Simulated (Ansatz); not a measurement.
C3H9BO, SMILES `[BH3-][O+]=C(C)C`. The species carries charge 0 and has multiplicity 1.

Cartesian coordinates in Å:
```
B -0.674 1.246 -1.533
O -0.455 -0.219 -0.961
C 0.049 -0.464 0.137
C 0.502 0.620 1.033
C 0.192 -1.883 0.547
H -1.181 1.078 -2.611
H 0.435 1.746 -1.575
H -1.390 1.806 -0.725
H -0.344 1.289 1.222
H 0.923 0.244 1.963
H 1.227 1.235 0.490
H 1.246 -2.099 0.748
H -0.342 -2.046 1.487
H -0.188 -2.551 -0.223
```

(1) Give the diagnostics of a CCSD(T)/def2-TZVPP run (frozen core, Ansatz 0.2.0). (An estimate is asked.)

Answers

(1) Computed: T1 = 0.0153, largest single amplitude 0.044, largest double 0.044, (T) share of the correlation energy 3.8 %, 10 CCSD cycles. The RHF solution is stable towards an unrestricted one. T1 lies under the customary mark of 0.02 for closed shells.
